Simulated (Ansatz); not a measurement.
Isolated molecules relaxed with PBE0-D4/def2-TZVP in Ansatz; ΔE leaves out vibrations. CCSD(T)/CBS is the MP2 limit (def2-TZVPP, def2-QZVPP) plus CCSD(T) − MP2 in def2-TZVPP, frozen cores. This one scheme is used for every species. Functionals use def2-TZVPP. B3LYP here is the variant with VWN-RPA as its local correlation; programs differ in this. One conformer a species, not always the lowest.

Consider the formal exchange of groups at the Al–C bond: `C[CH2][Al]([SH])[O]C` + `C#CCCF` → `C[O][Al]([F])[SH]` + `C#CCCCC`.

`C[CH2][Al]([SH])[O]C`:

Cartesian coordinates in Å:
```
C 1.105 2.437 -0.702
C 1.236 0.917 -0.783
Al -0.178 -0.075 0.113
S -1.792 1.007 1.131
O -0.173 -1.758 0.111
C -0.952 -2.801 0.606
H 0.172 2.788 -1.152
H 1.924 2.945 -1.220
H 1.110 2.790 0.332
H 1.265 0.588 -1.829
H 2.194 0.590 -0.360
H -2.411 -0.120 1.524
H -1.312 -3.429 -0.215
H -1.829 -2.447 1.166
H -0.360 -3.431 1.278
```

`C#CCCF`:

Cartesian coordinates in Å:
```
C -1.874 1.291 0.288
C -0.883 0.633 0.446
C 0.323 -0.157 0.617
C 0.932 -0.620 -0.693
F 0.094 -1.514 -1.322
H -2.756 1.870 0.150
H 1.076 0.433 1.151
H 0.110 -1.033 1.237
H 1.883 -1.126 -0.505
H 1.095 0.224 -1.369
```

`C[O][Al]([F])[SH]`:

```xyz
9

C    -0.983    1.481   -0.291
O    -0.597    0.247    0.243
Al    0.646   -0.853    0.115
F     1.923   -0.605   -0.894
S     0.571   -2.650    1.312
H    -0.260    1.866   -1.017
H    -1.952    1.383   -0.790
H    -1.088    2.216    0.512
H     1.740   -3.084    0.809
```

`C#CCCCC`:

Cartesian coordinates in Å:
```
C 1.793 -2.404 0.774
C 1.433 -1.653 -0.092
C 0.998 -0.724 -1.122
C 0.345 0.540 -0.559
C -0.937 0.269 0.207
C -1.560 1.535 0.770
H 2.113 -3.074 1.535
H 1.861 -0.453 -1.738
H 0.293 -1.237 -1.787
H 0.140 1.220 -1.393
H 1.062 1.051 0.092
H -0.727 -0.435 1.018
H -1.653 -0.233 -0.455
H -0.877 2.034 1.462
H -1.802 2.246 -0.025
H -2.483 1.319 1.313
```

```json
{"level": "PBE-D4", "ΔE (kJ/mol)": "-217.2", "difference from CCSD(T)/CBS": "24.0"}
{"level": "r2SCAN-D4", "ΔE (kJ/mol)": "-230.8", "difference from CCSD(T)/CBS": "10.4"}
{"level": "PBE0-D4", "ΔE (kJ/mol)": "-224.8", "difference from CCSD(T)/CBS": "16.4"}
{"level": "B3LYP-D4", "ΔE (kJ/mol)": "-227.5", "difference from CCSD(T)/CBS": "13.7"}
{"level": "ωB97X-V", "ΔE (kJ/mol)": "-229.1", "difference from CCSD(T)/CBS": "12.1"}
{"level": "ωB97M-V", "ΔE (kJ/mol)": "-229.4", "difference from CCSD(T)/CBS": "11.8"}
{"level": "B2PLYP", "ΔE (kJ/mol)": "-236.0", "difference from CCSD(T)/CBS": "5.2"}
{"level": "PBE", "ΔE (kJ/mol)": "-217.2", "difference from CCSD(T)/CBS": "24.0"}
{"level": "r2SCAN", "ΔE (kJ/mol)": "-230.7", "difference from CCSD(T)/CBS": "10.5"}
{"level": "PBE0", "ΔE (kJ/mol)": "-225.0", "difference from CCSD(T)/CBS": "16.2"}
{"level": "B3LYP", "ΔE (kJ/mol)": "-227.6", "difference from CCSD(T)/CBS": "13.6"}
{"level": "HF/def2-TZVPP", "ΔE (kJ/mol)": "-238.6", "difference from CCSD(T)/CBS": "2.6"}
{"level": "MP2/def2-TZVPP", "ΔE (kJ/mol)": "-249.2", "difference from CCSD(T)/CBS": "-8.0"}
{"level": "SCS-MP2/def2-TZVPP", "ΔE (kJ/mol)": "-244.8", "difference from CCSD(T)/CBS": "-3.6"}
{"level": "CCSD/def2-TZVPP", "ΔE (kJ/mol)": "-239.7", "difference from CCSD(T)/CBS": "1.5"}
{"level": "CCSD(T)/def2-TZVPP", "ΔE (kJ/mol)": "-237.9", "difference from CCSD(T)/CBS": "3.3"}
{"level": "HF/def2-QZVPP", "ΔE (kJ/mol)": "-241.1", "difference from CCSD(T)/CBS": "0.1"}
{"level": "MP2/def2-QZVPP", "ΔE (kJ/mol)": "-252.0", "difference from CCSD(T)/CBS": "-10.8"}
{"level": "SCS-MP2/def2-QZVPP", "ΔE (kJ/mol)": "-247.8", "difference from CCSD(T)/CBS": "-6.6"}
{"level": "HF/CBS(def2)", "ΔE (kJ/mol)": "-241.5", "difference from CCSD(T)/CBS": "-0.3"}
{"level": "MP2/CBS(def2)", "ΔE (kJ/mol)": "-252.5", "difference from CCSD(T)/CBS": "-11.3"}
{"level": "CCSD/CBS(def2)", "ΔE (kJ/mol)": "-243.0", "difference from CCSD(T)/CBS": "-1.8"}
{"level": "CCSD(T)/CBS", "ΔE (kJ/mol)": "-241.2", "difference from CCSD(T)/CBS": "0"}
```

Largest T1 diagnostic among the species: 0.012.

From PBE to PBE0 (25 % exact exchange), in def2-TZVPP and without D4, ΔE moves by −7.8 kJ/mol.
